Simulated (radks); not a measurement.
Species: Tb LIX. Configuration: 1s1.5 2s2 2p3 3s0.5 (fractional occupations, a model configuration).

All-electron calculation, Dirac Kohn-Sham, BLYP, spin-unpolarised, spherical densities, point nucleus; open shells fill j = l - 1/2 first. Program: a radial shooting solver on a logarithmic mesh with Libxc functionals.

Energy parts (eV):
total: -164653.45
kinetic: 187115.62
electron-nucleus: -358748.55
Hartree: 9013.24
exchange-correlation: -2033.77

Orbitals (lengths in bohr, moments of r in powers of bohr):
| orbital | occ. | eigenvalue (eV) | <r^4> |
|---|---|---|---|
| 1s1/2 | 1.5 | -57839.21 | 1.036e-06 |
| 2s1/2 | 2 | -13627.93 | 0.0001396 |
| 2p1/2 | 2 | -13383.36 | 0.00008249 |
| 2p3/2 | 1 | -12551.59 | 0.0001076 |
| 3s1/2 | 0.5 | -5755.681 | 0.003443 |

The highest occupied level is 3s1/2 at -5755.7 eV. Summed over all electrons, <r^2> = 0.06376 bohr^2, which gives a Langevin (diamagnetic) susceptibility term of -0.0505 x 10^-6 cm^3/mol. The density falls to 0.001 e/bohr^3 at r = 0.53 bohr.
